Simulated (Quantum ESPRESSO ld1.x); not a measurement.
Values are calculated unless marked as measured or tabulated.
Ag, configuration [Kr] 4d10 5s(up 0.875, down 0.125) (fractional occupations, a model configuration).

Code: ld1.x of Quantum ESPRESSO 7.5. Model: non-relativistic Kohn-Sham, LDA (Slater exchange, Perdew-Zunger correlation), spin-polarised, spherical densities, point nucleus; relativity is left out, which matters for an element this heavy.

Energy parts (eV):
part                      energy
total                 -141363.50
kinetic                141276.95
electron-nucleus      -336803.97
Hartree                 58004.56
exchange-correlation    -3841.04

Orbitals (lengths in bohr, moments of r in powers of bohr; r(max) is where P^2 peaks; r(90%) holds 90 % of the orbital's charge):
orbital   occ.  eigenvalue (eV)  r(90%)  r(max)   <1/r>
1s up        1       -24499.094  0.0577   0.021   46.43
1s down      1       -24499.081  0.0577   0.021   46.43
2s up        1        -3533.662   0.216   0.119   10.56
2s down      1        -3533.662   0.216   0.119   10.56
2p up        3        -3290.219   0.195   0.093   10.57
2p down      3        -3290.217   0.195   0.093   10.57
3s up        1         -644.312   0.562   0.344   3.755
3s down      1         -644.304   0.562   0.344   3.755
3p up        3         -546.057   0.562   0.331   3.676
3p down      3         -546.050   0.562   0.331   3.676
3d up        5         -363.745   0.547   0.273   3.525
3d down      5         -363.740   0.547   0.273   3.525
4s up        1          -87.679    1.37   0.850   1.456
4s down      1          -87.672    1.37   0.850   1.456
4p up        3          -56.758    1.50   0.885   1.338
4p down      3          -56.741    1.50   0.885   1.338
4d up        5           -8.156    2.30    1.03  0.9756
4d down      5           -8.043    2.27    1.03  0.9813
5s up    0.875           -4.483    4.97    2.61  0.3913
5s down  0.125           -4.033    5.05    2.61  0.3897

The highest occupied level is 5s down at -4.033 eV. Virial ratio -V/T = 2.00061. The density falls to 0.001 e/bohr^3 at r = 4.28 bohr.
